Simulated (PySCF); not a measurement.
K: interval between two levels

K [Ar] 4s1 [2S1/2, M_J = 1/2] → K [Ar] 3d1 [2D5/2, M_J = 5/2], as a difference of total energies. Calculation: PySCF 2.14, in x2c-TZVPall-2c (6s6p3d, 39 functions); the two-component X2C-1e Hamiltonian. Correlated levels: [Ne] frozen. "Screened" scales the spin-orbit matrix elements by Boettger's factors to mimic the two-electron term; Breit and QED terms are absent.

| method | interval between two levels (cm⁻¹) |
| --- | --- |
| GHF (spin-free) | 27604 |
| GMP2 (spin-free) | 28998 |
| GHF (screened spin-orbit) | 27599 |
| GMP2 (screened spin-orbit) | 28994 |

Errors of the correlated levels include the incompleteness of this basis and the frozen core.

For comparison: 21535 cm⁻¹ (measured; NIST Handbook of Basic Atomic Spectroscopic Data (Sansonetti and Martin, J. Phys. Chem. Ref. Data 34, 1559 (2005))).
